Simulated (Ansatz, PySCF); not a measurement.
Process, species as SMILES: [SiH3] (SiH3) -> [SiH2] (SiH2) + H atom (the H-Si bond at the site shown breaks; other sites are not compared here)
Each molecule is optimised on its own at B3LYP-D3(BJ)/def2-TZVP (Ansatz, a program for electronic structure). Unstable Hartree-Fock reference: [SiH2] (SiH2).
Geometry of the first species:
```
Si
H 1 1.4828
H 1 1.4828 2 111.02
H 1 1.4828 2 111.02 3 124.02
```
Charge 0, spin multiplicity 2.

Quantity: bond dissociation energy (0 K, with B3LYP-D3(BJ) harmonic zero-point energies from PySCF), in kcal/mol. Correlated levels leave the core frozen unless marked. Open shells are spin-unrestricted. No spin-orbit coupling. No relativistic terms. CBS marks a two-point X^-3 extrapolation of the correlation energy; Hartree-Fock from the larger set.

| level | program | bond dissociation energy (kcal/mol) |
|---|---|---|
| LC-wPBE-D3(BJ)/def2-TZVPD | Ansatz + dftd3 | (withheld) |
| B2GP-PLYP-D4/def2-TZVPD | Ansatz + dftd4 | 68.7 |
| SCS-MP2/def2-SVP | Ansatz | 66.3 |
| CCSD(T)/CBS(def2-TZVPPD,def2-QZVPPD) | Ansatz | 68.5 |

### Question
Fill in the missing entries.

### Answer

- LC-wPBE-D3(BJ)/def2-TZVPD, bond dissociation energy (kcal/mol): 73.0
